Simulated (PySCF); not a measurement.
A structure optimised at PBE0-D3(BJ)/def2-TZVP, used in a PySCF frequency run:

```xyz
6

Be     0.0000     0.0000    -0.8767
F      0.0000     0.0000    -2.2467
Si     0.0000     0.0000     1.2997
H      1.2015     0.6937     1.8437
H      0.0000    -1.3874     1.8437
H     -1.2015     0.6937     1.8437
```
Charge 0, spin multiplicity 1.

Problem. Write its SMILES, formula and point group.

Solution. [F][Be][SiH3], BeFH3Si, C3v

Problem. What are its rotational constants (standard atomic weights)?

Solution. 86.820, 3.1151, 3.1151 GHz
